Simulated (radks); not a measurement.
Species: the xenon ion Xe4+. Configuration: [Kr] 4d10 5s2 5p2. All-electron calculation, scalar-relativistic Kohn-Sham, PBEsol, spin-polarised, spherical densities, finite nucleus; open shells are filled with parallel spins first (spin-orbit coupling, left out, can overturn this in heavy ions); Fermi nuclear charge, rms radius 4.7859 fm. Program: a radial shooting solver on a logarithmic mesh with Libxc functionals.

Unscreened Slater integrals over Kohn-Sham orbitals (cm^-1). They are taken over the spin-up orbitals.

integral    value
F0(5p,5p)  102120
F2(5p,5p)   55929
F0(5p,5s)  107950
G1(5p,5s)   73109
F0(5p,4d)  125970
F2(5p,4d)   37802
G1(5p,4d)   11843
G3(5p,4d)   11273
F0(5p,4p)  128040
F2(5p,4p)   33404
G0(5p,4p)  6765.8
G2(5p,4p)  8754.3
F0(5s,5s)  115370
F0(5s,4d)  139710
G2(5s,4d)   17492
F0(5s,4p)  142400
G1(5s,4p)   10852
F0(4d,4d)  227030
F2(4d,4d)  115210
F4(4d,4d)   76643
F0(4d,4p)  241050
F2(4d,4p)  122940
G1(4d,4p)  156520
G3(4d,4p)   97229
F0(4p,4p)  258130
F2(4p,4p)  135520

Derived for the open shells (J is the average intra-shell exchange parameter used in DFT+U). 5p: J = F2/5 = 11190 cm^-1.
